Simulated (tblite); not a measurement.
C3H4BCl2N.
Numbering: `[H]/[N:4]=[C:3](\[CH:2]=[CH2:1])[B:5]([Cl:6])[Cl:7]` (hydrogens: H8, H9 on C1; H10 on C2; H11 on N4)

Computed with GFN2-xTB (tblite), gas phase: L-BFGS steps from a force-field or distance-geometry start until the largest atomic force falls under 0.01 eV/Å.

Geometry at step 6:
```
atom  x, y, z in Å
C1     -1.1735   -0.9875    0.7481
C2     -1.0327    0.1083    0.0176
C3      0.2785    0.6060   -0.4171
N4      0.4318    1.6598   -1.1118
B5      1.6078   -0.1759   -0.0300
Cl6     2.1042   -1.5328   -0.9410
Cl7     2.5878    0.4062    1.2364
H8     -2.1436   -1.3372    1.0600
H9     -0.3141   -1.5659    1.0518
H10    -1.9024    0.6866   -0.2846
H11    -0.4384    2.1351   -1.3552
```

Task: What forces act on the atoms?

Result: 
| atom | Fx (eV/Å) | Fy (eV/Å) | Fz (eV/Å) |
| --- | --- | --- | --- |
| C1 | -0.050 | -0.148 | 0.104 |
| C2 | -0.024 | 0.085 | -0.065 |
| C3 | -0.153 | 0.151 | -0.089 |
| N4 | 0.000 | 0.019 | -0.024 |
| B5 | 0.086 | 0.020 | -0.015 |
| Cl6 | 0.011 | -0.074 | -0.026 |
| Cl7 | 0.051 | -0.004 | 0.079 |
| H8 | 0.044 | -0.047 | 0.028 |
| H9 | -0.097 | -0.023 | 0.029 |
| H10 | 0.139 | -0.011 | -0.008 |
| H11 | -0.006 | 0.032 | -0.012 |

The largest, 0.23 eV/Å, acts on C3; the rms over all components is 0.070 eV/Å. The forces sum to zero within rounding, as they must for an isolated molecule in no field.

Task: Give the force on C3 in Eh/bohr and in nN.

Result: 0.233 eV/Å ÷ 51.422 = 0.00452 Eh/bohr, and 0.233 eV/Å × 1.602 = 0.37 nN.

Task: How far is this geometry from the end of the optimisation?

Result: 0.006 eV above it, and 0.021 Å rms away after alignment. The bonds farthest from their final lengths, with half the difference of the two atoms' forces along the bond (positive lengthens):

```csv
bond,now (Å),final (Å),force along bond (eV/Å)
C3–B5,1.590,1.597,+0.14
B5–Cl6,1.708,1.711,+0.03
B5–Cl7,1.704,1.707,+0.02
C1=C2,1.324,1.327,+0.14
C2–H10,1.087,1.085,-0.10
C2–C3,1.468,1.470,-0.04
```

The angle farthest from its final value is C1–C2–C3, 122.6° against 124.2°.

What follows is the cost of the whole relaxation. Time: 0.18 s wall. Hardware: one thread, Arm Neoverse V1 (aarch64), shared host with 32 logical CPUs at a one-minute load of 44.
